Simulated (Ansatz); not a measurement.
`C[O][In]([F])[Br]` + NH₃ → `C[O][In]([NH2])[F]` + HBr at 500 K and 1 bar (ligand exchange at the In–Br bond).

Computed with Ansatz on PBE0-D4/def2-TZVP structures; ΔE is electronic, products minus reactants. CBS: MP2 limit from def2 TZ/QZ plus the TZ coupled-cluster correction, frozen cores. This one scheme is used for every species. def2 core potentials past Kr. For Br, In outer-core shells are correlated without core-valence functions, which leaves a few kJ/mol of doubt a bond. Scalar relativity is left out up to krypton. Each species was taken in one conformer, which may not be the lowest.

```json
{"species": "`C[O][In]([F])[Br]`", "CCSD(T)/CBS energy (Eh)": "-2978.03881", "H − E (kJ/mol)": "161.0", "S (J/(mol·K))": "460.6"}
{"species": "NH₃", "CCSD(T)/CBS energy (Eh)": "-56.50880", "H − E (kJ/mol)": "108.2", "S (J/(mol·K))": "211.8"}
{"species": "`C[O][In]([NH2])[F]`", "CCSD(T)/CBS energy (Eh)": "-460.58406", "H − E (kJ/mol)": "229.5", "S (J/(mol·K))": "457.1"}
{"species": "HBr", "CCSD(T)/CBS energy (Eh)": "-2573.91920", "H − E (kJ/mol)": "30.5", "S (J/(mol·K))": "213.7"}
```

H − E and S are ideal-gas, rigid-rotor, harmonic terms from PBE0-D4/def2-TZVP, for one conformer and one mirror image of each species. 1 Eh = 2625.50 kJ/mol, R = 8.31446 J/(mol·K).

Question: By hand: ΔE, ΔH, ΔS and ΔG.

Answer: ΔE = (-460.58406) + (-2573.91920) − (-2978.03881) − (-56.50880) = 0.04435 Eh = 116.4 kJ/mol. Δ(H − E) = 229.5 + 30.5 − 161.0 − 108.2 = -9.2, so ΔH = 107.2 kJ/mol. ΔS = 457.1 + 213.7 − 460.6 − 211.8 = -1.6 J/(mol·K). ΔG = 107.2 − 500 × (-1.6)/1000 = 108.0 kJ/mol.

Question: By hand: the equilibrium constant, and the temperature at which ΔG would vanish if ΔH and ΔS stayed fixed.

Answer: log₁₀ K = −ΔG/(RT ln 10) = -11.3. ΔH and −TΔS have one sign here, so there is no such temperature. One of them is within its doubt of zero, so this could turn.

The number of gas molecules stays the same, so ΔS is small and ΔH decides. A doubt of 5 kJ/mol in ΔE shifts log₁₀ K by 0.5 here. Other conformers and mirror images would add mixing entropy, several J/(mol·K) or more a flexible species. Modes under 60 cm⁻¹, often nearly free rotors, make the harmonic entropy too high. These are equilibria of isolated gas molecules and say nothing of rates. Largest T1 diagnostic: 0.016 (customary marks: 0.02 for closed shells, 0.045 for open ones).
